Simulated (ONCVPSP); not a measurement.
## What the settings do to the ONCV potential of mercury

Base potential:

```json
{"Element": "Hg (Z = 80)", "Generator": "ONCVPSP 4.0.1", "Type": "optimised norm-conserving Vanderbilt (ONCV)", "Functional": "LDA (Perdew-Wang 92)", "Relativity": "scalar-relativistic", "Frozen core": "[Kr] 4d10 4f14", "Valence charge": "20", "Reference configuration": "5s2 5p6 5d10 6s0.5 (charge +1.5)", "Partial waves": "5s+6s: rc 1.50 bohr, ncon 4, nbas 8, qcut 6.8 1/bohr, 2 projectors; 5p: rc 1.00 bohr, ncon 5, nbas 9, qcut 7.2 1/bohr, 1 projector; 5d: rc 1.80 bohr, ncon 3, nbas 8, qcut 8.4 1/bohr, 2 projectors, debl 1.5 Ha", "Local potential": "polynomial inside 0.85 bohr (lpopt 1, dvloc0 4 Ha)", "Core correction": "none"}
```

Cutoffs, loose and tight: the cutoffs (Ha) at which the residual kinetic energy of the hardest occupied pseudo-wave falls to 1 and 0.1 mHa per electron. They do not see the model core or the augmentation charge, which bear on the density cutoff. Test errors are all-electron minus pseudo excitation energies from the reference, over the configurations 5s2 5p6 5d10 6s2; 5s2 5p6 5d10 6s1; 5s2 5p6 5d10 6s0; 5s2 5p6 5d10 6s1.5. A dash means not determined; rows that change the core or the reference have their own tests.

A true bound ghost makes a file unfit for plane-wave use even where its test errors are small: the radial tests pick states by their node count and pass the ghost by.

| change | outcome | cutoff, loose | cutoff, tight | bound ghosts | GHOST(+) flags above zero | largest test error (meV) |
| --- | --- | --- | --- | --- | --- | --- |
| base | generated | 187 Ha | 239 Ha | none | s | +4.1 |
| all radii scaled by about 0.83 (s 1.24, p 0.84, d 1.50 bohr); local potential polynomial inside 0.70 bohr (lpopt 1, dvloc0 4 Ha) | generated | 379 Ha | 416 Ha | s, p | none | +5.0 |
| all radii scaled by about 0.90 (s 1.36, p 0.90, d 1.62 bohr); local potential polynomial inside 0.76 bohr (lpopt 1, dvloc0 4 Ha) | generated | 289 Ha | 335 Ha | s | p | +4.7 |
| all radii scaled by about 0.97 (s 1.46, p 0.96, d 1.74 bohr); local potential polynomial inside 0.82 bohr (lpopt 1, dvloc0 4 Ha) | generated | 119 Ha | 208 Ha | none | s | +4.2 |
| all radii scaled by about 1.05 (s 1.58, p 1.04, d 1.88 bohr); local potential polynomial inside 0.90 bohr (lpopt 1, dvloc0 4 Ha) | generated | 196 Ha | 236 Ha | none | s | -4.2 |
| all radii scaled by about 1.13 (s 1.70, p 1.14, d 2.04 bohr); local potential polynomial inside 0.96 bohr (lpopt 1, dvloc0 4 Ha) | generated | 173 Ha | 203 Ha | none | s | -4.3 |
| all radii scaled by about 1.19 (s 1.78, p 1.18, d 2.14 bohr); local potential polynomial inside 1.02 bohr (lpopt 1, dvloc0 4 Ha) | generated | 162 Ha | 191 Ha | d | none | -4.4 |
| all radii scaled by about 1.26 (s 1.88, p 1.26, d 2.26 bohr); local potential polynomial inside 1.08 bohr (lpopt 1, dvloc0 4 Ha) | generated | 137 Ha | 165 Ha | none | none | -4.5 |

Q: What comes out with this change to the base: all radii scaled by about 1.30 (s 1.94, p 1.30, d 2.34 bohr); local potential polynomial inside 1.10 bohr (lpopt 1, dvloc0 4 Ha)?

A: outcome: generated; cutoff, loose: 124 Ha; cutoff, tight: 155 Ha; bound ghosts: none; GHOST(+) flags above zero: none; largest test error (meV): -4.6.

Q: What comes out with this change to the base: all radii scaled by about 0.77 (s 1.16, p 0.76, d 1.38 bohr); local potential polynomial inside 0.66 bohr (lpopt 1, dvloc0 4 Ha)?

A: outcome: failed: ERROR pspot: first pseudo wave function has node, program will stop. Cause: the optimised pseudo-wave of the first projector has a node, so the radial equation cannot be inverted for a potential.

Reading the sweep of the scale of all radii (base = 1) (base included, trends over the rows without a ghost): The loose cutoff is not monotonic: lowest 119 Ha at 0.97, highest 196 Ha at 1.05. The median size of the test errors (rows with all tests solved) stays near 3.3 meV. Bound ghosts are found at 0.83, 0.9, 1.19. The generation fails at 0.77.
